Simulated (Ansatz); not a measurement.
Abridged output of a molecular run in Ansatz:

```
Functional definition: HF
1284 factors; integrals over basis functions are off by at most 1.0e-3 eV
mean field evaluation 1: about -19000.6787 eV, gradient 3.8e1 eV
mean field evaluation 2: about -19000.8921 eV, gradient 3.8e1 eV
mean field evaluation 4: about -19003.6088 eV, gradient 3.3e0 eV
mean field evaluation 8: about -19003.6485 eV, gradient 2.8e-1 eV
mean field -19003.64873266 eV, -698.3712097893 hartree, gradient 1.7e-6 eV, S^2 0.000000; 0 other end points of the search recorded, 0 dependent functions left out
9 core orbitals not correlated: weight in the atoms' cores, before any rotation towards them, 1.000 or more for the frozen orbitals, at most 0.000 for the correlated occupied ones
reference -19003.64873266 eV, -698.3712097893 hartree; 15, 15 occupied and 184, 184 virtual orbitals, 1284 factors
second order -25.49946670 eV of doubles, -0.00000000 eV of singles
cycle   1  -25.70689007 eV  change   -2.1e-1 eV  update   1.0e-1
cycle   2  -26.23990877 eV  change   -5.3e-1 eV  update   2.8e-2
cycle   3  -26.36478308 eV  change   -1.2e-1 eV  update   1.5e-2
cycle   4  -26.35039213 eV  change    1.4e-2 eV  update   3.4e-3
cycle   5  -26.34872317 eV  change    1.7e-3 eV  update   1.5e-3
cycle   6  -26.34951781 eV  change   -7.9e-4 eV  update   4.4e-4
cycle   7  -26.34925980 eV  change    2.6e-4 eV  update   1.5e-4
cycle   8  -26.34919403 eV  change    6.6e-5 eV  update   5.0e-5
cycle   9  -26.34922020 eV  change   -2.6e-5 eV  update   1.9e-5
perturbative correction -0.96989922 eV, -0.0356431390 hartree
Total energy: -19030.96785207 eV, -699.3751689104 hartree
```

Its atoms:

```xyz
8

C     1.106    0.047    0.150
O    -0.057    0.601   -0.434
B    -1.297    0.131   -0.308
F    -2.274    0.775   -0.919
Cl   -1.721   -1.304    0.628
H     1.511    0.763    0.867
H     1.839   -0.118   -0.640
H     0.893   -0.895    0.656
```

Which basis set was used?
A. def2-TZVPP
B. def2-TZVPPD
C. cc-pV(Q+d)Z
D. cc-pV(D+d)Z

A. It gives 208 functions.

Write the keys of the input that set method, charge and spin (a neutral closed shell needs none for the last two).


```yaml
correlation: {method: ccsd_t}
```
